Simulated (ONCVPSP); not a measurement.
Pseudopotential generation for Pd: ONCV, PBE, scalar-relativistic.

ONCVPSP 4.0.1 input, shortened (lines: element, Z, core and valence counts, functional; n l f; lmax; l rc ep ncon nbas qcut; lloc lpopt rc5 dvloc0; l nproj debl; icmod fcfact rcfact), PBE, scalar-relativistic:

```
  Pd 46.00    6    4        4      upf
    1    0    2.00
    2    0    2.00
    2    1    6.00
    3    0    2.00
    3    1    6.00
    3    2   10.00
    4    0    2.00
    4    1    6.00
    4    2    9.00
    5    0    1.00
    3
    0    1.65    0.00    3    6    6.90
    1    1.15    0.00    4    7    5.70
    2    1.80    0.00    4    9    9.80
    3    1.75    0.12    4    8    5.60
    4    5    0.90    1.00
    0    2    0.40
    1    2    3.10
    2    2    0.70
    3    2    1.15
    3    4.75    1.15
```

Poles of the logarithmic derivatives, all-electron (AE) and pseudo (PS). s: poles at -3.0 (AE) and -3.0, 3.1 (PS) Ha. p: poles at 1.5 (AE) and 1.5 (PS) Ha. d: poles at 0.4 (AE) and 0.4 (PS) Ha. f: poles at 2.9 (AE) and 2.8 (PS) Ha. Test radii: s 1.68, p 1.16, d 1.82, f 1.78 bohr.

- Cutoffs needed: 97 Ha and 116 Ha (the cutoffs (Ha) at which the residual kinetic energy of the hardest occupied pseudo-wave falls to 1 and 0.1 mHa per electron)
- Ghost test: no bound ghost flagged; GHOST(+) flagged for s at 86.5 eV
- Largest excitation error: -72 meV (all-electron minus pseudo) for 4s2 4p5 4d10 5s0, out of 4 test configurations
- rms error of d²Exc/dni dnj: 3.93 mHa without and 0.73 mHa with the model core
